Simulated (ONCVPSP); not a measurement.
**lutetium: variants of one ONCV potential**

Base potential:

* Element: lutetium
* Generator: ONCVPSP 4.0.1
* Type: optimised norm-conserving Vanderbilt (ONCV)
* Functional: PBE
* Relativity: fully relativistic
* Frozen core: [Kr] 4d10
* Valence charge: 25
* Reference configuration: 4f13 5s2 5p6 5d2 6s2
* Partial waves: 5s+6s: rc 2.10 bohr, ncon 4, nbas 8, qcut 6.5 1/bohr, 2 projectors; 5p: rc 2.20 bohr, ncon 3, nbas 6, qcut 7.1 1/bohr, 2 projectors, debl 2.3 Ha; 5d: rc 2.00 bohr, ncon 4, nbas 7, qcut 5.1 1/bohr, 2 projectors, debl 3.7 Ha; 4f: rc 0.90 bohr, ncon 4, nbas 8, qcut 15.4 1/bohr, 2 projectors, debl 3.1 Ha
* Local potential: polynomial inside 0.75 bohr (lpopt 3, dvloc0 1 Ha)
* Core correction: Teter function, fcfact 3.25, rcfact 1.45

Open shells are filled in proportion to 2j + 1.

All-electron outer shells of the reference configuration (PBE, scalar-relativistic, ld1.x):

```tsv
shell	level (eV)	outermost node (bohr)	outermost maximum (bohr)
4d	-200.03	0.23	0.48
5s	-65.17	0.56	1.04
5p	-34.86	0.61	1.18
4f	-16.78	–	0.47
6s	-5.01	1.39	2.93
5d	-2.80	0.68	1.71
```

Cutoffs, loose and tight: the cutoffs (Ha) at which the residual kinetic energy of the hardest occupied pseudo-wave falls to 1 and 0.1 mHa per electron. They do not see the model core or the augmentation charge, which bear on the density cutoff. Test errors are all-electron minus pseudo excitation energies from the reference, over the configurations 4f14 5s2 5p6 5d1 6s2; 4f14 5s2 5p6 5d1 6s1; 4f14 5s2 5p6 5d1 6s0; 4f14 5s2 5p6 5d2 6s1. A dash means not determined; rows that change the core or the reference have their own tests.

1 further variants are left out, since the program set their typed debl aside.

A true bound ghost makes a file unfit for plane-wave use even where its test errors are small: the radial tests pick states by their node count and pass the ghost by.

| change | outcome | cutoff, loose | cutoff, tight | bound ghosts | GHOST(+) flags above zero | largest test error (meV) |
| --- | --- | --- | --- | --- | --- | --- |
| base | generated | 290 Ha | 355 Ha | s | p3/2, p1/2 | +70 |
| functional PBEsol | generated | 290 Ha | 355 Ha | s | p3/2, p1/2 | +70 |
| core correction Teter function, fcfact 2.7, rcfact 1.45 | generated | 290 Ha | 355 Ha | s | p3/2, p1/2 | +71 |
| core correction Teter function, fcfact 3.25, rcfact 1.1 | generated | 290 Ha | 355 Ha | s | p3/2, p1/2 | +77 |
| s: nbas 9 | generated | 290 Ha | 355 Ha | s | p3/2, p1/2 | +71 |
| p: rc 2.26 | generated | 290 Ha | 355 Ha | s | p3/2, p1/2 | +76 |

(1) What comes out with this change to the base: d: rc 2.46?

## Answers

(1) outcome: generated; cutoff, loose: 290 Ha; cutoff, tight: 355 Ha; bound ghosts: s, d3/2; GHOST(+) flags above zero: p3/2, p1/2; largest test error (meV): +51.
